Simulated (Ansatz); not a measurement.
`C[SiH2]C=N` + PH₃ → `C[SiH2]P` + `C=N` at 298.15 K and 1 bar (ligand exchange at the Si–C bond).

Calculated with Ansatz (gas phase, PBE0-D4/def2-TZVP geometries, no zero-point term in ΔE). CCSD(T)/CBS is the MP2 limit (def2-TZVPP, def2-QZVPP) plus CCSD(T) − MP2 in def2-TZVPP, frozen cores. This one scheme is used for every species. Each species was taken in one conformer, which may not be the lowest.

```csv
species,CCSD(T)/CBS energy (Eh),H − E (kJ/mol),S (J/(mol·K))
`C[SiH2]C=N`,-424.07596,241.8,324.5
PH₃,-342.72256,73.1,210.2
`C[SiH2]P`,-672.28696,205.7,318.4
`C=N`,-94.52360,115.3,227.0
```

H − E and S are ideal-gas, rigid-rotor, harmonic terms from PBE0-D4/def2-TZVP, for one conformer and one mirror image of each species. 1 Eh = 2625.50 kJ/mol, R = 8.31446 J/(mol·K).

By hand: ΔE, ΔH, ΔS and ΔG.

ΔE = (-672.28696) + (-94.52360) − (-424.07596) − (-342.72256) = -0.01204 Eh = -31.6 kJ/mol. Δ(H − E) = 205.7 + 115.3 − 241.8 − 73.1 = 6.1, so ΔH = -25.5 kJ/mol. ΔS = 318.4 + 227.0 − 324.5 − 210.2 = 10.7 J/(mol·K). ΔG = -25.5 − 298.15 × (10.7)/1000 = -28.7 kJ/mol.

By hand: the equilibrium constant, and the temperature at which ΔG would vanish if ΔH and ΔS stayed fixed.

log₁₀ K = −ΔG/(RT ln 10) = 5.0. ΔH and −TΔS have one sign here, so there is no such temperature.

The number of gas molecules stays the same, so ΔS is small and ΔH decides. A doubt of 5 kJ/mol in ΔE shifts log₁₀ K by 0.9 here. Other conformers and mirror images would add mixing entropy, several J/(mol·K) or more a flexible species. These are equilibria of isolated gas molecules and say nothing of rates. Largest T1 diagnostic: 0.013 (customary marks: 0.02 for closed shells, 0.045 for open ones).

ΔS is within the doubt of such terms, so its sign, and with it that verdict, could turn.
